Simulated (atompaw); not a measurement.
## What one change does to a pseudopotential (Nb (Z = 41), PAW (atompaw))

* Element: niobium
* Generator: atompaw 4.2.0.5
* Type: PAW
* Functional: PBE
* Relativity: scalar-relativistic
* Frozen core: [Ar] 3d10
* Valence charge: 13
* Reference configuration: 4s2 4p6 4d4 5s1 5p0
* Partial waves: 4s (bound): rc 1.65 bohr; 5s (bound): rc 2.70 bohr; 4p (bound): rc 1.75 bohr; 5p (bound, empty): rc 2.70 bohr; 4d (bound): rc 2.70 bohr; 4d channel at 1.8 Ry: rc 2.70 bohr
* Local potential: troulliermartins scheme with l = 3 at 0 Ry, radius 2.00 bohr
* Core correction: smooth core density matched at 2.35 bohr
* Augmentation charge: gaussian compensation charge, radius 2.50 bohr; PAW radius 2.70 bohr; waves and projectors: custom polynom2 7 10 vanderbiltortho

Change: all radii scaled by about 1.16 (s 1.92, p 2.04, d 3.14 bohr); local potential troulliermartins scheme with l = 3 at 0 Ry, radius 2.32 bohr; augmentation gaussian compensation charge, radius 2.90 bohr; PAW radius 3.14 bohr; waves and projectors: custom polynom2 7 10 vanderbiltortho; core correction smooth core density matched at 2.72 bohr.

Cutoffs: the cutoffs (Ry, on a coarse ladder) from which the occupation-weighted sum of valence levels, in a spherical-Bessel basis at the reference potential, stays within 10 and 1 mRy of its value at 400 Ry; they do not see the model core or the augmentation charge, which bear on the density cutoff.

Question: What does the change do?

Answer: The potential gets softer (25 Ry and 60 Ry → 21 Ry and 35 Ry); neither file shows a bound ghost. A larger radius leaves more room for a smooth pseudo-wave, so fewer plane waves are needed.

```tsv
quantity	base	changed
cutoff, loose	25 Ry	21 Ry
cutoff, tight	60 Ry	35 Ry
loose cutoff by channel (10 mRy a level)	s 15 Ry, p 18 Ry, d 15 Ry	s 15 Ry, p 15 Ry, d 10 Ry
bound ghosts	none	none
lowest overlap eigenvalue by channel	s 0.34, p 0.48, d 0.91	s 0.30, p 0.47, d 0.94
```

 The cutoffs see the waves, projectors and local potential, not the compensation charge or the core.
